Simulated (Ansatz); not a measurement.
`O[SiH2]C(F)F` + HBr → `O[SiH2]C(F)Br` + H–F  (substitution at a C–F bond)

Isolated molecules relaxed with PBE0-D4/def2-TZVP in Ansatz; ΔE leaves out vibrations. CBS: MP2 limit from def2 TZ/QZ plus the TZ coupled-cluster correction, frozen cores. This one scheme is used for every species. DFT in def2-TZVPP. For Br outer-core shells are correlated without core-valence functions, which leaves a few kJ/mol of doubt a bond. Scalar relativity is left out up to krypton. Each species was taken in one conformer, which may not be the lowest.

| level | ΔE (kJ/mol) |
| --- | --- |
| B2PLYP | -4.6 |
| HF/CBS(def2) | 14.9 |

(1) What does CCSD(T)/CBS give? (Estimate.)

Largest T1 diagnostic among the species: 0.012.

Answers

(1) Computed: -17.4 kJ/mol. The listed levels differ from it by 12.8, 32.3 kJ/mol.

In def2-TZVPP, CCSD(T) changes the Hartree–Fock value by −25.6 kJ/mol (the triples alone add −3.9 kJ/mol) and MP2 by −36.7 kJ/mol. The D4 term adds −8.9 kJ/mol with B3LYP and −4.7 kJ/mol with PBE0; it sums over pairs of atoms, weighted by their polarisabilities, and B3LYP, whose exchange is more repulsive, gets the larger term.

B3LYP here is the variant with VWN-RPA as its local correlation; programs differ in this.
